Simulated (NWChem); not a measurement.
SiH₄O; SMILES O[SiH3]

```xyz
6

Si    -0.0200    -0.4951     0.0000
O     -0.0758     1.1698     0.0000
H      0.6823    -1.0322     1.2089
H     -1.4331    -0.9594     0.0000
H      0.6823    -1.0322    -1.2089
H      0.7664     1.6327     0.0000
```
Atoms are numbered in this order, from 1.

All runs: NWChem. Geometry optimised at PBE0/def2-SVP; all other runs use it. 

```
quantity                                                               level  value
--------------------------------------------------  ------------------------  -----
vertical, lowest state with f > 0.02, singlet (eV)  CAM-B3LYP/def2-SVPD, TDA      ?
solvation free energy (kcal/mol) in water                 PBE0/def2-SVP, SMD      ?
−ε(HOMO) (eV)                                             CAM-B3LYP/def2-SVP   9.95
isotropic polarisability (bohr³), static                 CAM-B3LYP/def2-SVPD      ?
dipole (D)                                                     PBE0/def2-SVP   1.40
highest harmonic frequency (cm⁻¹)                              PBE0/def2-SVP   3939
```

Problem. Complete the blanks.

Solution. 
- vertical, lowest state with f > 0.02, singlet (eV), value: 8.54
- solvation free energy (kcal/mol) in water, value: -3.0
- isotropic polarisability (bohr³), static, value: 33.4
